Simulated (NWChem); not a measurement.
Species: C2H4GeN2; SMILES N#C/N=[CH]\[GeH3]

```xyz
9

N     -1.0666    -2.7961     0.0000
C     -0.1129    -2.0993     0.0000
N      1.0602    -1.4666     0.0000
C      1.2016    -0.1816     0.0000
Ge    -0.2222     1.2084     0.0000
H      2.2559     0.1686     0.0000
H     -0.0144     2.0815     1.2628
H     -0.0144     2.0815    -1.2628
H     -1.6045     0.5230     0.0000
```
Atoms are numbered in this order, from 1.

All runs: NWChem. Pople sets run with spherical d functions. All runs use the structure optimised with PBE-D3(BJ)/def2-SVP.

Q: Predict the results for LC-BLYP (range parameter 0.33 per bohr)/6-31G*. Quantities: highest occupied level (eV); orbital gap (eV); dipole (D).

A: 
| Item | Value |
|---|---|
| highest occupied level (eV) | -9.84 |
| orbital gap (eV) | 9.64 |
| dipole (D) | 4.65 |
